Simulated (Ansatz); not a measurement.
The same path of CH6ClNOSi2 (12 atoms, charge 0, multiplicity 1) was run twice with different band settings. The coordinate that changes most is the dihedral H7–Si1–N2–C3.

All numbers below come from RKS B3LYP-D4/def2-SVP in Ansatz.

Relaxed end points:

```xyz
12
Properties=species:S:1:pos:R:3
Si -0.403 -2.259 0.306
N -0.081 -0.557 0.059
C 0.680 -0.033 -0.806
O 0.836 1.292 -0.884
Si -0.061 2.199 0.266
Cl 0.454 4.152 -0.185
H 0.355 -3.112 -0.665
H -1.862 -2.499 0.137
H -0.006 -2.624 1.693
H 1.282 -0.563 -1.568
H -1.513 2.043 0.042
H 0.398 1.906 1.639
```

```xyz
12
Properties=species:S:1:pos:R:3
Si -0.448 -2.253 0.293
N -0.107 -0.556 0.048
C -0.002 0.065 -1.050
O 0.266 1.374 -1.086
Si 0.453 2.126 0.446
Cl 0.845 4.096 -0.052
H 0.683 -2.864 1.043
H -0.627 -2.977 -1.007
H -1.692 -2.378 1.100
H -0.110 -0.359 -2.066
H -0.812 2.086 1.208
H 1.629 1.585 1.157
```

Common settings: movable images 9; climbing image yes; spring 5.0 eV/Å²; start path IDPP; force threshold 0.05 eV/Å; end points relaxed.

| run | optimiser | iteration limit |
| --- | --- | --- |
| 1 | quadratic models (default) | 37 |
| 2 | lbfgs | 48 |

(1) What does each run give, and how far can it be trusted?

Answers

(1) Run 1: converged after 6 iterations, highest image 0.057 eV above the first end. A vibrational analysis at the climbing image gives one clearly imaginary mode, 121i cm⁻¹: a first-order saddle point.
Run 2: converged after 26 iterations, highest image 0.058 eV above the first end. Another band between the same ends (9 images) ends at a top of the same energy, where a vibrational analysis finds 1 clearly imaginary mode.
